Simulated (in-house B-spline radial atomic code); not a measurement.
The neon ion Ne⁺ is squeezed into an impenetrable sphere of radius R (the orbitals vanish at R). No spin polarisation. Computed with an all-electron radial atomic-structure program (B-spline basis): non-relativistic Hartree-Fock, average of configuration, point nucleus.

Energies in eV above the free ion in [He] 2s2 2p5:

```csv
R (bohr),highest level (eV),[He] 2s2 2p5,[He] 2s1 2p6,-dE/dV in [He] 2s2 2p5 (GPa)
7.81,-43.7,0,29.47,1.04e-06
6.34,-43.7,2.767e-05,29.47,0.000192
4.6,-43.7,0.00719,29.48,0.0917
4.53,-43.7,0.008954,29.48,0.118
3.59,-43.5,0.1643,29.69,3.36
3,-42.8,0.9886,30.69,28.6
2.75,-42,2.107,31.99,72.5
2.34,-39.2,7.3,37.79,349
1.84,-29,33.91,65.95,2680
1.3,11.6,192,224.2,32800
```

Task: Does [He] 2s1 2p6 fall below [He] 2s2 2p5 under compression?

Result: No, it stays above over the whole range.

The highest level is first positive in the row R = 1.3 bohr, pushed up by confinement above the zero of the free ion's potential. Each configuration is held fixed and needn't be the lowest in the sphere.
